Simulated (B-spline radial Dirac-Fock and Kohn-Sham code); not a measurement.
System: neutral palladium, [Kr] 4d10. Calculated with an atomic code on a B-spline grid, using independent-particle photoionisation in a Dirac-Hartree-Slater potential with a Latter tail, all multipoles, thresholds from Dirac-Fock ΔSCF.

Question: Which of the sources Mg Kα (1253.6 eV), Al Kα (taken as 1486.9 eV), Ag Lα (2984.4 eV), Cr Kα (5414.7 eV), Cu Kα (8047.8 eV), Ga Kα (9251.7 eV), Mo Kα (17479.3 eV), Ag Kα (22162.9 eV) can ionise the 2s level, and how does the cross section change among them?

Answer: The computed threshold is 3615.7 eV, above Mg Kα, Al Kα, Ag Lα; the others can ionise it. Cross sections: Cr Kα 18.4 kb, Cu Kα 8.58 kb, Ga Kα 6.45 kb, Mo Kα 1.59 kb, Ag Kα 0.906 kb. From the first to the last it falls by a factor of 20.
